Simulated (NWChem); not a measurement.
**Correlation energy of F2Si**

```xyz
3

Si     0.0000     0.0000    -0.5881
F     -1.2465     0.0000     0.4574
F      1.2465     0.0000     0.4574
```
Charge 0, spin multiplicity 1.

The numbers come from NWChem runs, not from measurements. All single points use one geometry, from PBE0/def2-SVP, a minimum by its harmonic frequencies.

Basis set: cc-pVTZ. Each correlation energy counts from its own Hartree-Fock reference.

The correlated methods keep 7 core orbitals frozen. The structure started from a generated list of species. No row is a measurement; the coupled-cluster row has its own basis-set and correlation limits.

| method | correlation energy (mHa) |
|---|---|
| RI-MP2 | -602.4 |
| MP2 | -602.4 |
| SCS-MP2 | ? |
| CR-CCSD[T] | -625.8 |
| CR-CCSD(T) | ? |
| CCSD | -609.4 |
| CCSD+T(CCSD) | -630.1 |
| CCSD(T) | -628.7 |

**Question.** What belongs in the gaps?

**Answer.** 
- SCS-MP2, correlation energy (mHa): -588.3
- CR-CCSD(T), correlation energy (mHa): -624.7
